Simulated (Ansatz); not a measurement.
Consider the redistribution: `FBO[SiH3]` + `BC(=C)O` → `C=C(O)BF` + `BO[SiH3]`.

Calculated with Ansatz (gas phase, PBE0-D4/def2-TZVP geometries, no zero-point term in ΔE). CCSD(T)/CBS is the MP2 limit (def2-TZVPP, def2-QZVPP) plus CCSD(T) − MP2 in def2-TZVPP, frozen cores. Functionals use def2-TZVPP. B3LYP here is the variant with VWN-RPA as its local correlation; programs differ in this. HSE06 is defined as in plane-wave codes. One conformer a species, not always the lowest.

`FBO[SiH3]`:

Z-matrix (Å, degrees):
```
Si
O 1 1.655
H 1 1.481 2 108.0
H 1 1.481 2 108.0 3 -119.2
H 1 1.485 2 110.1 3 120.4
B 2 1.342 1 134.0 3 -120.1
F 6 1.324 2 118.3 1 180.0
H 6 1.198 2 123.1 1 0.0
```

`BC(=C)O`:

Z-matrix (Å, degrees):
```
B
C 1 1.534
H 1 1.193 2 119.6
H 1 1.201 2 120.3 3 -180.0
C 2 1.344 1 120.0 3 0.0
O 2 1.365 1 121.4 3 -180.0
H 5 1.085 2 122.1 1 180.0
H 5 1.080 2 119.3 1 -0.0
H 6 0.960 2 108.4 1 0.0
```

`C=C(O)BF`:

Z-matrix (Å, degrees):
```
C
C 1 1.339
H 1 1.081 2 119.4
H 1 1.087 2 123.1 3 180.0
O 2 1.356 1 124.6 3 -180.0
B 2 1.553 1 118.7 3 -0.0
H 5 0.963 2 109.8 1 -0.0
F 6 1.319 2 120.4 1 -180.0
H 6 1.197 2 121.1 1 0.0
```

`BO[SiH3]`:

Z-matrix (Å, degrees):
```
Si
O 1 1.658
H 1 1.482 2 107.9
H 1 1.482 2 107.9 3 -118.9
H 1 1.485 2 110.1 3 120.6
B 2 1.347 1 132.3 3 -120.7
H 6 1.199 2 118.0 1 180.0
H 6 1.204 2 120.0 1 0.0
```

| level | ΔE (kJ/mol) | difference from CCSD(T)/CBS |
| --- | --- | --- |
| LDA (SPW92) | 17.5 | 0.8 |
| B97M-V | 19.4 | 2.7 |
| PBE0-D4 | 16.8 | 0.1 |
| B3LYP-D4 | 16.2 | -0.5 |
| r2SCAN0-D4 | 18.6 | 1.9 |
| PBE-QIDH | 16.8 | 0.1 |
| PBE0 | 17.0 | 0.3 |
| B3LYP | 16.6 | -0.1 |
| HSE06 | 17.0 | 0.3 |
| CAM-B3LYP | 15.9 | -0.8 |
| RPA@PBE/def2-TZVPP | 14.5 | -2.2 |
| HF/def2-SVP | 14.8 | -1.9 |
| HF/def2-TZVPP | 17.5 | 0.8 |
| SCS-MP2/def2-TZVPP | 15.2 | -1.5 |
| CCSD/def2-TZVPP | 15.9 | -0.8 |
| MP2/CBS(def2) | 16.4 | -0.3 |
| CCSD(T)/CBS | 16.7 | 0 |

Largest T1 diagnostic among the species: 0.013.

At CCSD(T), def2-SVP lies −5.1 kJ/mol from the extrapolated value and def2-TZVPP −0.6 kJ/mol. Leaving LDA and LC-ωPBE aside and taking each functional with its dispersion term where it has one, the values, not all of them listed here, spread over 4.7 kJ/mol, from ωB97X-V to B97M-V.
